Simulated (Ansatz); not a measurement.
A nudged elastic band was laid between two geometries of Cl2GaH2N + H (7 atoms, charge 0, multiplicity 2).

All numbers below come from UKS B3LYP-D4/def2-SVP (Ansatz).

```yaml
movable_images: 5
climbing_image: yes
spring: 5.0 eV/Å²
optimiser: quadratic models (default)
start_path: through a guess of the saddle point
force_threshold: 0.2 eV/Å
iteration_limit: 60
end_points: relaxed
```

Image 0:

```xyz
7
Properties=species:S:1:pos:R:3
Ga 0.022 -0.143 -0.054
Cl -0.094 -1.138 1.847
N 1.600 0.027 -0.895
H 2.473 -0.323 -0.518
H 1.705 0.487 -1.792
Cl -1.773 0.635 -0.935
H 0.060 0.455 4.451
```

Image 6:

```xyz
7
Properties=species:S:1:pos:R:3
Ga 0.017 -0.751 -0.318
Cl 0.326 -0.539 2.873
N 1.542 -0.025 -1.079
H 2.367 -0.616 -1.161
H 1.809 0.902 -0.745
Cl -1.492 0.816 0.230
H -0.576 0.213 2.304
```

Question: Which bonds break or form, and what moves?

Answer: Bonds broken: Ga1–Cl2. Bonds formed: Cl2–H7. Cl2GaH2N + H becomes ClGaH2N + ClH.

Question: Give the energies along the band, and the barrier.

Answer: The forces met the threshold. The highest image is number 3 of 0 to 6, 0.45 eV above the first end and 0.86 eV above the last; the last end lies 0.41 eV below the first. The threshold of 0.2 eV/Å is loose, so the images may lie well off the minimum-energy path. The profile has 2 maxima (images 1, 3) with wells between them (image 2): this band takes more than one step, which may be the mechanism or a detour left from its start path. The order of the point at the top wasn't checked.

| image | path coordinate (Å) | energy (eV) | Ga1–Cl2 (Å) | Cl2–H7 (Å) |
| --- | --- | --- | --- | --- |
| 0 | 0.00 | 0.00 | 2.15 | 3.06 |
| 1 | 2.42 | 0.16 | 2.15 | 4.70 |
| 2 | 4.86 | 0.02 | 2.15 | 4.29 |
| 3 | 7.29 | 0.45 | 2.36 | 1.60 |
| 4 | 8.81 | -0.26 | 3.15 | 1.28 |
| 5 | 10.32 | -0.30 | 3.14 | 1.30 |
| 6 | 11.85 | -0.41 | 3.21 | 1.31 |

Question: What is the geometry of the highest image?

Answer: 
```xyz
7
Properties=species:S:1:pos:R:3
Ga 0.088 -0.023 0.039
Cl 0.057 0.147 2.389
N 1.610 0.201 -0.943
H 1.631 -0.200 -1.880
H 2.522 0.117 -0.499
Cl -1.790 -0.375 -0.984
H -0.125 0.135 3.982
```

Time of the run: 5 min on 4 threads of Intel(R) Xeon(R) Platinum 8259CL CPU @ 2.50GHz (Skylake/Cascade Lake), with other jobs on the host, peak memory 0.36 GiB.
